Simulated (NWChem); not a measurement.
**Ionisation of FOS**

```xyz
3

O      0.4856    -1.2339     0.0000
S     -0.4610    -0.1064     0.0000
F      0.3879     1.2859     0.0000
```
Charge 0, spin multiplicity 2.

Everything below was run with NWChem. All single points use one geometry, from UPBE0/def2-SVP, a minimum by its harmonic frequencies.

Basis set: def2-TZVP. −ε marks an orbital energy of the parent.

B3LYP has NWChem's definition, with VWN1-RPA local correlation. The structure started from a generated list of species. The unpaired electrons of the parent sit in orbitals of symmetry a" (Cs labels of the run); other states weren't searched. No SCF solution was tested for a lower state.

### Question
One of these methods gave a first vertical ionisation energy of 7.11 eV. Which?
A. −ε(alpha HOMO) of TPSS
B. −ε(alpha HOMO) of B3LYP
C. −ε(alpha HOMO) of r2SCAN
D. −ε(alpha HOMO) of PBE

### Answer
B, −ε(alpha HOMO) of B3LYP. The others give 5.94 (−ε(alpha HOMO) of TPSS), 5.74 (−ε(alpha HOMO) of PBE), 6.19 (−ε(alpha HOMO) of r2SCAN).
